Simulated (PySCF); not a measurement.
**Steps of a relaxation of [Ce(H2S)3]3+**

[Ce(H2S)3]3+ (singlet in the valence; each metal's 4f electrons, 1 of them, lie in its core potential, out of spins and levels; a saddle point, relaxed within its symmetry). PySCF 2.14.0, RKS PBE0, Ce lcecp-1-SVP with ECP47, S def2-SVP, H def2-SVP; non-relativistic Hamiltonian with scalar-relativistic core potentials where named; density fitting; no spin-orbit coupling. Origin of the start: displaced along the imaginary mode. Columns: position (Å) and force (eV/Å). Energies are counted from the last step; some of the 35 steps are shown. Forces carry noise of the integration grid, about 0.01 to 0.03 eV/Å.

Run from Python with OMP_NUM_THREADS=2. Where DIIS fails, smearing, a level shift and second-order steps follow.
It took 4.1 min on 2 threads of Arm Neoverse V1 (shared host), from the converged density of the start.

```xyz
10
step 0  E = 0.073 eV
Ce    0.0000    0.0000    0.0000     0.00   -0.01    0.00
S     2.9846    0.0458   -0.0096     0.03   -0.06    0.00
H     3.4274   -0.6902    1.0548    -0.02    0.03   -0.05
H     3.4273   -0.8186   -0.9726    -0.02    0.04    0.04
S    -1.5319    2.5618   -0.0024     0.18    0.26    0.04
H    -1.1808    3.2780    1.1195    -0.06   -0.13   -0.22
H    -0.9398    3.4128   -0.9080    -0.11   -0.15    0.19
S    -1.4526   -2.6076    0.0120    -0.69    0.05   -0.11
H    -2.5413   -2.4881    0.8669     0.42   -0.05   -0.36
H    -2.1928   -2.6938   -1.1606     0.28    0.03    0.48
```

```xyz
10
step 11  E = 0.047 eV
Ce    0.0306   -0.0232    0.0523     0.00    0.01    0.01
S     3.0134    0.0365   -0.1804     0.00   -0.09    0.03
H     3.5335   -0.4463    0.9907    -0.03    0.03   -0.08
H     3.4146   -1.0138   -0.9596    -0.02    0.05    0.05
S    -1.5143    2.5291   -0.0379     0.06    0.03    0.03
H    -1.4000    3.1611    1.1705     0.00   -0.04   -0.06
H    -0.7847    3.4415   -0.7491    -0.03   -0.03    0.04
S    -1.5356   -2.5614    0.1396    -0.07    0.03   -0.03
H    -2.7575   -2.2879    0.6922     0.07   -0.02   -0.05
H    -1.9999   -2.8356   -1.1183     0.03    0.01    0.07
```

```xyz
10
step 23  E = 0.004 eV
Ce    0.0342   -0.0467    0.7970    -0.02   -0.02    0.01
S     2.7624   -0.0265   -0.3553     0.03   -0.02    0.00
H     3.6610   -0.0978    0.6725    -0.01    0.00   -0.02
H     3.0367   -1.2555   -0.8857     0.01    0.03    0.02
S    -1.3930    2.4133   -0.0456     0.03    0.05    0.01
H    -1.6080    3.1940    1.0567     0.00   -0.03   -0.04
H    -0.5086    3.2574   -0.6595    -0.04   -0.04    0.04
S    -1.5308   -2.5030    0.1968    -0.03    0.03    0.02
H    -2.8611   -2.2428    0.3760     0.05    0.00   -0.02
H    -1.5929   -2.6924   -1.1530    -0.01    0.01   -0.01
```

**Question.** Where does the relaxation end?

**Answer.** It converges at step 34 in C1:
```xyz
10
step 34  E = 0
Ce    0.1070   -0.0830    0.9006
S     2.7761   -0.0467   -0.3867
H     3.7220   -0.0148    0.5982
H     3.0760   -1.2983   -0.8432
S    -1.3930    2.2868   -0.0504
H    -1.7086    3.0711    1.0224
H    -0.5224    3.1632   -0.6307
S    -1.5790   -2.4203    0.2116
H    -2.8915   -2.0604    0.3200
H    -1.5863   -2.5977   -1.1418
```

**Question.** How did the contacts change?

**Answer.** 
| contact | start (Å) | end (Å) |
| --- | --- | --- |
| Ce1–S2 (H2S) | 2.985 | 2.964 |
| Ce1–S5 (H2S) | 2.985 | 2.961 |
| Ce1–S8 (H2S) | 2.985 | 2.963 |


An lcecp potential fixes the number of 4f electrons, so in runs with it no electron can move into or out of that shell.
